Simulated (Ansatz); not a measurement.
NbCl₄. The state is a doublet with charge 0. Geometry r2SCAN-D4/def2-SVP.

```tsv
atom	x (Å)	y (Å)	z (Å)
Nb1	0.000	0.000	0.000
Cl2	-0.321	1.090	1.983
Cl3	2.155	0.504	-0.570
Cl4	-1.214	0.562	-1.853
Cl5	-0.620	-2.155	0.440
```

In the def2 sets Nb takes a core potential; there is no spin–orbit coupling.

Q: Estimate the α-spin orbital energies around the gap (eV) in Ansatz with PBE-D4/def2-TZVPD, BLYP-D4/def2-TZVP, PBE0-D4/def2-TZVP, PBE0-D4/def2-TZVPD, ωB97M-V/def2-TZVP.

A: 
| orbital | PBE-D4/def2-TZVPD | BLYP-D4/def2-TZVP | PBE0-D4/def2-TZVP | PBE0-D4/def2-TZVPD | ωB97M-V/def2-TZVP |
| --- | --- | --- | --- | --- | --- |
| HOMO−13 | -20.58 | -20.36 | -23.13 | -23.14 | -25.82 |
| HOMO−12 | -10.34 | -10.09 | -11.85 | -11.86 | -14.17 |
| HOMO−11 | -10.30 | -10.05 | -11.80 | -11.81 | -14.14 |
| HOMO−10 | -9.95 | -9.70 | -11.41 | -11.42 | -13.71 |
| HOMO−9 | -9.95 | -9.70 | -11.41 | -11.42 | -13.70 |
| HOMO−8 | -9.80 | -9.56 | -11.26 | -11.27 | -13.68 |
| HOMO−7 | -9.41 | -9.18 | -11.06 | -11.07 | -13.48 |
| HOMO−6 | -9.06 | -8.84 | -10.49 | -10.49 | -12.83 |
| HOMO−5 | -9.06 | -8.84 | -10.48 | -10.49 | -12.83 |
| HOMO−4 | -8.90 | -8.68 | -10.35 | -10.36 | -12.70 |
| HOMO−3 | -8.40 | -8.18 | -9.78 | -9.79 | -12.00 |
| HOMO−2 | -8.40 | -8.18 | -9.78 | -9.79 | -12.00 |
| HOMO−1 | -8.32 | -8.11 | -9.64 | -9.65 | -11.81 |
| HOMO | -4.91 | -4.71 | -6.55 | -6.56 | -8.88 |
| LUMO | -4.62 | -4.40 | -3.92 | -3.94 | -1.82 |
| LUMO+1 | -3.66 | -3.45 | -2.92 | -2.94 | -0.94 |
| LUMO+2 | -3.66 | -3.45 | -2.92 | -2.94 | -0.94 |
| LUMO+3 | -3.22 | -3.02 | -2.53 | -2.57 | -0.59 |
| LUMO+4 | -0.99 | -0.76 | -0.17 | -0.42 | 1.00 |
| LUMO+5 | 0.16 | 0.42 | 0.91 | 0.62 | 1.58 |
| β HOMO | -8.33 | -8.11 | -9.67 | -9.68 | -11.83 |
| β LUMO | -4.29 | -4.10 | -3.52 | -3.54 | -1.45 |
